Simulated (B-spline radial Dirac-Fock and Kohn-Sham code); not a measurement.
**X-ray scattering factor of Tm³⁺**

System: Tm³⁺, [Xe] 4f11 5d1 (not the ground configuration).

Input of the calculation (task.json; shells as n, l, electrons):

```json
{"items": [{
  "Z": 69,
  "q": 3,
  "cfg": [[1, 0, 2], [2, 0, 2], [2, 1, 6], [3, 0, 2], [3, 1, 6], [3, 2, 10], [4, 0, 2], [4, 1, 6], [4, 2, 10], [4, 3, 11], [5, 0, 2], [5, 1, 6], [5, 2, 1]],
  "A": 169,
  "rrms": 5.2256,
  "do": ["scatter"],
  "s": [0.0, 0.05, 0.1, 0.15, 0.2, 0.25, 0.3, 0.35, 0.4, 0.45, 0.5, 0.6, 0.7, 0.8, 0.9, 1.0, 1.1, 1.2, 1.4, 1.6, 1.8, 2.0, 2.5, 3.0, 3.5, 4.0, 5.0, 6.0],
  "pz": [0, 0.1, 0.2, 0.3, 0.4, 0.5, 0.6, 0.8, 1.0, 1.2, 1.4, 1.6, 1.8, 2.0, 2.5, 3.0, 4.0, 5.0, 7.0, 10.0, 15.0, 20.0, 30.0, 40.0, 60.0, 100.0],
  "hv_scatter": [1000, 8047.8, 10000, 20000, 30000, 100000, 500000, 1000000]
}]}
```

Run with: `python xray_run.py task.json out`

Model: relativistic Hartree-Fock (Dirac-Fock) wave functions, averaged over the configuration. Program: a B-spline atomic structure program. f₀ is the Fourier transform of the spherical electron density, S the Waller-Hartree incoherent function, and s = sin θ/λ.

| s (Å⁻¹) | f₀ | S |
| --- | --- | --- |
| 0 | 66.000 | 0.000 |
| 0.05 | 65.366 | 0.675 |
| 0.1 | 63.577 | 2.447 |
| 0.15 | 60.916 | 4.783 |
| 0.2 | 57.731 | 7.251 |
| 0.25 | 54.334 | 9.652 |
| 0.3 | 50.957 | 11.937 |
| 0.35 | 47.742 | 14.107 |
| 0.4 | 44.756 | 16.156 |
| 0.45 | 42.018 | 18.069 |
| 0.5 | 39.517 | 19.836 |
| 0.6 | 35.120 | 22.971 |
| 0.7 | 31.371 | 25.715 |
| 0.8 | 28.147 | 28.206 |
| 0.9 | 25.391 | 30.510 |
| 1 | 23.071 | 32.657 |
| 1.1 | 21.149 | 34.670 |
| 1.2 | 19.576 | 36.563 |
| 1.4 | 17.226 | 40.002 |
| 1.6 | 15.535 | 42.943 |
| 1.8 | 14.141 | 45.384 |
| 2 | 12.856 | 47.391 |
| 2.5 | 9.892 | 51.128 |
| 3 | 7.591 | 53.806 |
| 3.5 | 6.124 | 55.871 |
| 4 | 5.265 | 57.511 |
| 5 | 4.287 | 59.919 |
| 6 | 3.496 | 61.548 |

f₀ starts at the number of electrons, 66, and has fallen to half at s ≈ 0.66 Å⁻¹. The sum of ⟨r²⟩ over the electrons is 34.92 bohr².
